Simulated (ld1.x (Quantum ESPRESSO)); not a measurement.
Reading a pseudo-wave (boron)

Columns: radius, all-electron u(r) and pseudo u(r) of the 2s shell (level -9.39 eV) of boron in the configuration [He] 2s2 2p1; LDA (PZ), scalar-relativistic, TM scheme, ld1.x (Quantum ESPRESSO) 7.5.

| r (bohr) | all-electron | pseudo |
| --- | --- | --- |
| 0.173 | 0.3090 | -0.0730 |
| 0.345 | 0.1665 | -0.1537 |
| 0.518 | -0.0779 | -0.2507 |
| 0.690 | -0.3057 | -0.3662 |
| 0.862 | -0.4840 | -0.4923 |
| 1.035 | -0.6092 | -0.6068 |
| 1.208 | -0.6858 | -0.6852 |
| 1.380 | -0.7231 | -0.7231 |
| 1.553 | -0.7307 | -0.7307 |
| 1.725 | -0.7168 | -0.7168 |
| 1.898 | -0.6880 | -0.6880 |
| 2.070 | -0.6498 | -0.6498 |
| 2.242 | -0.6060 | -0.6060 |
| 2.415 | -0.5594 | -0.5594 |
| 2.588 | -0.5121 | -0.5121 |
| 2.760 | -0.4660 | -0.4660 |
| 2.932 | -0.4217 | -0.4217 |
| 3.105 | -0.3796 | -0.3796 |
| 3.278 | -0.3403 | -0.3403 |
| 3.450 | -0.3042 | -0.3042 |
| 3.623 | -0.2710 | -0.2710 |
| 3.795 | -0.2409 | -0.2409 |
| 3.968 | -0.2135 | -0.2135 |
| 4.140 | -0.1890 | -0.1890 |
| 4.312 | -0.1670 | -0.1670 |
| 4.485 | -0.1472 | -0.1472 |

Problem. How many radial nodes do the two functions have?

Solution. The all-electron 2s function has n − l − 1 = 1; the pseudo-wave has 0, since the states of the same l below it are removed with the core.

Problem. At about which radius was the pseudo-wave matched?

Solution. 1.45 bohr, where the columns begin to agree (steps of 0.17 bohr).

Problem. Is the pseudo-wave norm-conserving?

Solution. Yes: the TM scheme keeps the norm inside the radius equal to the all-electron one, which fixes the energy derivative of the logarithmic derivative at the level.
